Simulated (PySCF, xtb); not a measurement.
H4O3SSn, SMILES [OH][Sn]([OH])([OH])[SH]. The values are those of a single conformer.

Harmonic wavenumbers (cm⁻¹) from GFN2-xTB (xtb 6.7.1) at its own minimum, in rising order: 64, 91, 97, 126, 132, 153, 160, 215, 255, 321, 435, 487, 494, 659, 794, 816, 824, 2440, 3622, 3627, 3641.

Question: What does PBE-D3(BJ)/def2-SVP (PySCF) give at its own minimum? (An estimate is asked for; the answer gives what the named calculation found.)

Answer: 85, 107, 124, 140, 156, 165, 182, 227, 248, 345, 579, 601, 607, 681, 841, 866, 873, 2607, 3691, 3694, 3700. Paired by order, the mean absolute difference is 51 cm⁻¹ and the zero-point energies are 27.8 and 29.3 kcal/mol.
